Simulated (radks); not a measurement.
Values are calculated unless marked as measured or tabulated.
Task: Numerical settings for neutral europium, [Xe] 4f7 6s2. Code: a radial shooting solver on a logarithmic mesh with Libxc functionals. Model: Dirac Kohn-Sham, PBE, spin-unpolarised, spherical densities, finite nucleus; open shells fill j = l - 1/2 first; Fermi nuclear charge, rms radius 5.1115 fm. The defaults (mesh step 0.008 in ln r, mesh end at 40 bohr or more with all orbitals vanishing there, Anderson mixing 0.5 over 9 steps, residual threshold near 1e-9 with the energy settled to 1e-9 hartree or 1e-11 of itself, here a cap of 98 iterations) give E = -10851.4567 hartree and 4f7/2 at -2.264 eV in 15 iterations. Run on one thread of a shared host, so times are rough (Arm Neoverse N1): 0.21 s of CPU time, 0.21 s wall, 15 iterations on 2440 mesh points. One setting is changed at a time: mesh step in ln r 0.08; mesh step in ln r 0.02; mesh step in ln r 0.012; mesh end (bohr) 20; mesh end (bohr) 400; residual threshold 0.001; residual threshold 1e-13; mixing 0.01; linear mixing, mixing 0.2; linear mixing, mixing 0.5; mixing history 2; iteration cap 3. Which runs fail to converge, and which converge to a wrong energy?

Result: Not converged within the cap: mesh step in ln r 0.08; mixing 0.01; iteration cap 3. No run marked as converged misses the energy by more than 1 mhartree.
